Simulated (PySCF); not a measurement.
Method: PBE-D3(BJ)/def2-TZVP // PBE-D3(BJ)/def2-SVP run with PySCF. Gas-phase values, no solvent. One relaxed conformer stands for a flexible species; it need not be the lowest. Excitations are Tamm–Dancoff values on a coarser integration grid. The basis has no diffuse functions, so Rydberg states are missing or too high.

Reference species (SMILES): `Sc1ccccn1` (H–S–C–N torsion 0°) (neutral, multiplicity 1).

```json
{
  "S1 excitation (TDA)": "4.12 eV",
  "HOMO": "-5.63 eV",
  "S1–T1 gap (TDA)": "0.62 eV"
}
```

Changed species: `n1cc(ccc1)S` (H–S–C–C torsion 0°).

Q: Give the shifts of the S1 excitation (TDA), HOMO and S1–T1 gap (TDA).

A: the S1 excitation (TDA) goes up by 0.06 eV, to 4.18 eV; the HOMO falls by 0.05 eV, to -5.68 eV; the S1–T1 gap (TDA) rises by 0.11 eV, to 0.73 eV.
